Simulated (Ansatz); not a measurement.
Molecule: 1,1-bis(methylselanyl)ethane, C4H10Se2, charge 0, multiplicity 1. SMILES: [Se](C)C([Se]C)C
Structure (B3LYP-D3(BJ)/def2-TZVP (Ansatz, a quantum-chemistry and plane-wave program) minimum search):
```
C
H 1 1.0890
C 1 1.5176 2 111.30
H 3 1.0905 1 110.98 2 -177.35
H 3 1.0912 4 107.78 1 121.20
H 3 1.0926 4 108.66 5 117.01
Se 1 1.9691 2 107.16 3 -119.73
C 7 1.9602 1 97.60 2 -44.01
H 8 1.0868 7 109.37 1 -56.14
H 8 1.0876 9 110.77 7 -121.52
H 8 1.0878 9 110.08 10 -121.56
Se 1 1.9786 2 106.92 3 123.75
C 12 1.9666 1 97.69 2 -47.86
H 13 1.0873 12 110.86 1 -65.16
H 13 1.0881 14 110.56 5 -83.06
H 13 1.0882 14 109.35 15 -120.45
```

Quantity: vertical triplet-singlet gap, E(triplet) - E(singlet), in eV. Set-up: each state is the SCF solution reached for its charge and spin; non-relativistic; 6-31G* and kin with 6d, 5d where marked; no dispersion term unless named; LANL2DZ with its own core potentials from Na on; no spin-orbit coupling; UHF or UKS for open shells. Ab initio and DFT rows: single points at B3LYP-D3(BJ) geometries (Ansatz). Levels can end on unlike triplets.

| level | program | vertical triplet-singlet gap, E(triplet) - E(singlet) (eV) |
|---|---|---|
| B3LYP/STO-3G | Ansatz | 6.04 |
| B3LYP/3-21G | Ansatz | 4.58 |
| B3LYP/6-31G* | Ansatz | 4.38 |
| B3LYP/6-31G* with LANL2DZ past Ar | Ansatz | 4.55 |
| B3LYP/def2-TZVPD | Ansatz | 4.20 |

No value to compare with is used here. The 4 habitual levels span 4.38 (B3LYP/6-31G*) to 6.04 eV (B3LYP/STO-3G); B3LYP/def2-TZVPD gives 4.20.

The sets are all those run for this method; left out are runs that failed, that the program found above a lower state of the same kind, or whose <S^2> lies over 0.5 above the pure value.
